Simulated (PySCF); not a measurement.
This PySCF input asks for the NMR shieldings of (H2Al-mu-F)2; the geometry comes from PBE0-D3(BJ)/def2-SVP.

```python
import basis_set_exchange as bse
import numpy as np
from pyscf import gto, dft
from pyscf.prop import nmr

atoms = """
Al   -0.754182    1.200720   -0.045042
H    -2.267914    1.077081    0.375928
H     0.030927    2.485339   -0.511323
F    -0.293041   -0.225610   -1.122720
Al    0.754623   -1.201305    0.044967
H     2.267982   -1.076010   -0.376656
H    -0.031314   -2.485210    0.511689
F     0.292909    0.224985    1.123147
"""
names = {"Al": "pcSseg-2", "H": "pcSseg-1", "F": "pcSseg-1"}
basis = {el: gto.basis.parse(bse.get_basis(n, elements=[el], fmt="nwchem")) for el, n in names.items()}
mol = gto.M(atom=atoms, basis=basis, charge=0, verbose=0)
mf = dft.RKS(mol, xc="PBE0")
mf.grids.level = 2
mf.grids.alignment = dft.numint.BLKSIZE   # the property module wants whole blocks of grid points
mf.conv_tol = 1e-9
mf.kernel()

calc = nmr.RKS(mf)   # GIAO
C = mf.mo_coeff
Co = C[:, mf.mo_occ > 0]
resp = mf.gen_response(singlet=True, hermi=2)
def vind(x):   # induced exchange potential for any number of trial vectors
    d = np.einsum("pi,xij,qj->xpq", C, 2 * x.reshape(-1, C.shape[1], Co.shape[1]), Co, optimize=True)
    return np.einsum("xpq,pi,qj->xij", resp(d - d.transpose(0, 2, 1)), C, Co, optimize=True).ravel()
mo1, _ = nmr.rhf.solve_mo1(calc, with_cphf=vind)
sigma = calc.kernel(mo1)
for i, s in enumerate(sigma):   # ppm
    print("%2d %-2s %9.2f" % (i, mol.atom_pure_symbol(i), np.trace(s) / 3))
```

**Question.** What does it print?

**Answer.** 
```
 0 Al    420.01
 1 H      26.78
 2 H      26.78
 3 F     344.55
 4 Al    420.00
 5 H      26.78
 6 H      26.78
 7 F     344.56
```

These numbers come from an equivalent density-fitted implementation of the same equations, which agrees with the script to about 0.01 ppm for H and up to a few tenths of a ppm for heavy atoms, so last digits may differ.

**Question.** Turn these shieldings into chemical shifts. Scale: 27Al (σ = 576.18 ppm) against [Al(H2O)6]3+; TMS for 1H (σ = 31.27 ppm); CFCl3 for 19F (σ = 177.25 ppm) (reference shieldings calculated alike).

**Answer.** Averaging equivalent atoms: Al 0/4: 156.2; H 1/2/5/6: 4.49; F 3/7: -167.3 ppm. Unscaled 19F shifts against computed CFCl3 carry errors that often reach 10 to 50 ppm.

Size and cost of the density-fitted run: 140 basis functions, 8.5 s wall time on 1 thread of an Arm Neoverse V1, shared host.
